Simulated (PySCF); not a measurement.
Below is a simulated gas-phase C 1s photoelectron spectrum of `C=C[C@H](C)C(=O)O` (2-methyl-3-butenoic acid).

Every computed line was given a Gaussian of 0.8 eV full width at half maximum and an area set by the number of equivalent atoms; the highest printed point is 100. Method used: PySCF, delta-SCF UKS SCAN, pcX-2 on the ionised atom, pcseg-1 elsewhere, spin-free X2C.

| binding energy (eV) | intensity |
| --- | --- |
| 289.2 | 0 |
| 289.4 | 1 |
| 289.6 | 3 |
| 289.8 | 10 |
| 290.0 | 25 |
| 290.2 | 50 |
| 290.4 | 78 |
| 290.6 | 97 |
| 290.8 | 100 |
| 291.0 | 87 |
| 291.2 | 68 |
| 291.4 | 47 |
| 291.6 | 28 |
| 291.8 | 13 |
| 292.0 | 5 |
| 292.2 | 1 |
| 292.4 | 0 |
| 292.6 | 0 |
| 292.8 | 0 |
| 293.0 | 0 |
| 293.2 | 0 |
| 293.4 | 0 |
| 293.6 | 0 |
| 293.8 | 1 |
| 294.0 | 5 |
| 294.2 | 13 |
| 294.4 | 25 |
| 294.6 | 35 |
| 294.8 | 34 |
| 295.0 | 24 |
| 295.2 | 12 |
| 295.4 | 4 |
| 295.6 | 1 |
| 295.8 | 0 |

Q: Count the maxima, the lines and the sites behind this envelope.

A: The curve has 2 maxima (at 290.7 and 294.7 eV). Under it lie 5 lines from 5 inequivalent carbon sites. At this width some lines have no maximum of their own.

Q: Decompose the envelope and assign each component. Numbering: `[CH2:1]=[CH:2][C@H:3]([CH3:4])[C:5](=[O:6])[OH:7]`.

A: 
| position (eV) | relative area | line | atoms | environment |
| --- | --- | --- | --- | --- |
| 290.38 | 1 | C 1s | C1 | terminal =CH2 carbon |
| 290.76 | 1 | C 1s | C4 | methyl carbon |
| 290.77 | 1 | C 1s | C2 | alkene CH carbon |
| 291.31 | 1 | C 1s | C3 | sp3 carbon next to a carbonyl |
| 294.69 | 1 | C 1s | C5 | carboxylic acid carbon |

Lowest listed C 1s: C1, bonded to C (double bond) and 2 H. Highest, 4.31 eV above it: C5, bonded to O (double bond), O and C. The widest gap between neighbouring values is 3.38 eV, between 291.31 and 294.69 eV. Summing the Pauling electronegativity differences to the bonded atoms, each weighted by its formal bond order, gives -0.70 for the lowest site and +2.67 for the highest; no listed site has a larger sum than the highest. The smallest sum, -1.05, belongs to C4, 0.38 eV above the lowest. The values 290.76 and 290.77 eV lie too close for their order to be trusted.

Shake-up satellites, vibrational structure and lifetime widths aren't simulated. The structure is a single PBE0-D3(BJ)/def2-SVP conformer in the gas phase; no vibrational or solvent corrections.

Shape of the structure used: `[CH2:1]=[CH:2][C@H:3]([CH3:4])[C:5](=[O:6])[OH:7]`: C1–C2–C3–C4 -122°, C2–C3–C5–O6 81°, H–O7–C5–C3 177°.
